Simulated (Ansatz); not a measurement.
A run for Ansatz (a first-principles code): R-CCSD(T)/aug-cc-pVTZ on CN2O2 (a complex), monomers drawn apart or pushed together.

Ansatz 0.2 input:
```yaml
crystal:
  periodic: [false, false, false]
  atoms:
    - {symbol: O, position_ang: [-0.52488894, -1.04135634, -0.27139764]}
    - {symbol: C, position_ang: [-0.01876504, 0.00190099, -0.27380866]}
    - {symbol: O, position_ang: [0.48721427, 1.04519097, -0.28300087]}
    - {symbol: N, position_ang: [0.03631111, -0.00446905, 4.12589931]}
    - {symbol: N, position_ang: [0.05218873, -0.00453139, 5.21638785]}
basis:
  gaussian:
    orbitals: aug-cc-pVTZ
magnetization: {spin_polarized: false}
correlation: {method: ccsd_t, electrons: outside_noble_gas}
scf: {lower_state_search: off}
```

**Question.** Give the final energy of this run.

**Answer.** -297.7213 hartree (reference determinant -296.6958, T1 diagnostic 0.016).

**Question.** How many basis functions does it have, and what does it roughly cost on one machine?

**Answer.** 230 functions; about 5 core-minutes (a rough figure).
